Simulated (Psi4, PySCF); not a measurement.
Cl3Ti, charge +1, singlet, geometry from GFN2-xTB (such geometries of metal compounds can be far from the true shape) (the multiplicity is a formal guess), atoms displaced at random by about 0.03 Å a coordinate. Base run: B3LYP/STO-3G, gradient (PySCF).

PySCF was given this input:
```python
from pyscf import gto, scf, dft

mol = gto.M(
    atom='''
Ti    0.147778    0.511338    0.348699
Cl    1.826196   -0.411540   -0.482547
Cl   -0.775366   -1.052356    1.387665
Cl   -1.152567    0.738349   -1.344612
''',
    basis='sto-3g',
    charge=1,
    spin=0,
    verbose=4,
)

mf = dft.RKS(mol)
mf.xc = 'b3lyp'
mf.kernel()
g = mf.nuc_grad_method()
grad = g.kernel()
```

Programs used: Psi4, PySCF; a row that names a program was run with it.

The coordinate followed is x of atom 3.

Each row names what was changed in the base input (with any setting that the change needs).

```tsv
change	dE/dx (Eh/bohr)	net force (Eh/bohr)
base	0.009122	0.000095
finite difference step (bohr) = 0.2; conv_tol = 1e-11	0.008993	-
grids.level = 1; grid_response = off	0.008750	0.002287
finite difference step (bohr) = 1e-5; conv_tol = 1e-11	0.009033	-
code = psi4	0.009230	0.000302
finite difference step (bohr) = 0.01; conv_tol = 1e-11	0.009033	-
density fitting = on	0.009122	0.000095
conv_tol = 1e-6	0.009114	0.000095
grids.level = 5; grid_response = on	0.009025	0.000000
grids.level = 1; grid_response = on	0.008945	0.000000
conv_tol = 1e-11	0.009122	0.000095
finite difference step (bohr) = 0.05; conv_tol = 1e-11	0.009030	-
```

The net force is zero for an exact gradient.
